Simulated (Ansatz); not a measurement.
A run for Ansatz (a quantum-chemistry and plane-wave program): R-wB97X-V/def2-TZVPP on H2OSeTe (SMILES O[Te][SeH]), a point of a torsion scan. Elements past Kr take the def2 small-core potentials; no spin–orbit coupling.

Ansatz 0.2 input:
```yaml
crystal:
  periodic: [false, false, false]
  atoms:
    - {symbol: O, position_ang: [-1.30449170, 0.58368842, -0.37903900]}
    - {symbol: Te, position_ang: [-0.20287271, -0.91196366, -1.07432741]}
    - {symbol: Se, position_ang: [1.60433470, -0.73255485, 0.62360765]}
    - {symbol: H, position_ang: [-1.88211699, 0.31030756, 0.33497860]}
    - {symbol: H, position_ang: [2.03098951, 0.61734498, 0.33511933]}
basis:
  gaussian:
    orbitals: def2-TZVPP
hamiltonian:
  xc: {name: wB97X-V}
scf: {lower_state_search: off}
```

The head of its log:

```
WARN ansatz: RAYON_NUM_THREADS=1 ignored (pool sized by the plan → 1); use --threads N
Functional definition: wB97X-V
these checks for a lower state are left out or cut short: stability, starts, cluster_reference, orbital_swaps, neighbouring_geometries, increment
integrals: 0.10 GiB planned
1089 factors; their error is unknown
integrals: 0.14 GiB planned
209 factors; integrals over basis functions are off by at most 3.8e-5 eV
mean field: 0.92 GiB planned
mean field evaluation 1: about -74712.5916 eV, gradient 4.7e1 eV
mean field evaluation 2: about -74708.8653 eV, gradient 6.6e1 eV
```

Task: Predict the final total energy.

Result: -2745.7873 hartree.
